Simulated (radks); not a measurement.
Results of a calculation; reference values are marked as such.
Tb3+, 62 electrons, occupied as [Xe] 4f(up 4, down 4) (spins set by hand, not the high-spin state).

Code: a radial shooting solver on a logarithmic mesh with Libxc functionals. Model: non-relativistic Kohn-Sham, SCAN, spin-polarised, spherical densities, point nucleus; meta-GGA in the generalised Kohn-Sham scheme; relativity is left out, which matters for an element this heavy.

Energy parts (eV):
| part | energy |
|---|---|
| total | -305555.06 |
| kinetic | 305466.33 |
| electron-nucleus | -723693.67 |
| Hartree | 119358.95 |
| exchange-correlation | -6686.67 |

Orbitals (lengths in bohr, moments of r in powers of bohr; r(max) is where P^2 peaks):
| orbital | occ. | eigenvalue (eV) | r(max) |
|---|---|---|---|
| 1s | 2 | -48723.26 | 0.01547 |
| 2s | 2 | -7827.627 | 0.08461 |
| 2p | 6 | -7450.301 | 0.06595 |
| 3s | 2 | -1761.590 | 0.2350 |
| 3p | 6 | -1591.837 | 0.2227 |
| 3d | 10 | -1277.128 | 0.1781 |
| 4s | 2 | -371.3844 | 0.5363 |
| 4p | 6 | -303.9375 | 0.5415 |
| 4d | 10 | -184.1837 | 0.5477 |
| 4f | 8 | -38.2413 | 0.5401 |
| 5s | 2 | -70.8036 | 1.250 |
| 5p | 6 | -52.1756 | 1.363 |

The highest occupied level is 4f at -38.241 eV. Virial ratio -V/T = 2.00029. The density falls to 0.001 e/bohr^3 at r = 3.23 bohr. Summed over all electrons, <r^2> = 35.49 bohr^2, which gives a Langevin (diamagnetic) susceptibility term of -28.1 x 10^-6 cm^3/mol.
